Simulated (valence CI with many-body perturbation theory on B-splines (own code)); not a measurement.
## Questions on Au56+

Computed by relativistic CI+MBPT: five valence electrons over a frozen Dirac-Fock core [Ar], radial functions for each j: 7 s, 7 p, 8 d, 6 f, 4 g, 1 h, with the one-electron correlation potential Σ1 (screened to all orders), the two-electron term Σ2, the three-electron term Σ3, Breit, model QED; selected single and double excitations, second order for the rest, scaled by the run's own slope (own B-spline code, finite nucleus).

No measured spectrum was set against this ion. As an estimate, large intervals hold to a few tenths of a per cent, small ones and those within an open d or f shell to about a per cent. Among the levels kept, up to 510 cm⁻¹ of a level comes from second order outside the variational space, and about a tenth of that is noise between levels of different J, which matters for small intervals. The list stops below the first excitations out of the core. Only levels of the ground parity were solved; by the run's estimate the other parity begins above the list, which can be wrong where configurations are misplaced.

Levels are named by their leading jj configuration (3d3/2^4 stands for four electrons in 3d with j = 3/2), which in mixed levels can hold well under half, so a name can repeat and another be missing.

Rates and lifetimes use the calculated energies. Strong lines usually hold to 10 to 20 %, long lifetimes can be off by a factor of two.

(1) What is the ground level?

(2) How well does LS coupling describe the low levels?

(3) What is the ionisation energy?

Answers

(1) (3d3/2^4 3d5/2) J=5/2, composition 26 % 3d⁵ ²D + 24 % 3d⁵ ⁴P + 19 % 3d⁵ ²F, g = 1.254.

(2) Among the lowest 20 levels the leading LS term, summed over configurations, holds 49 % on average. For single configurations the figures are 49 % in LS and 98 % in jj coupling. Terms mix most in the J = 5/2 level at 0 cm⁻¹, where the leading one holds 26 %.

(3) 5593.6 eV; NIST lists 5594 ± 5 eV (theoretical).
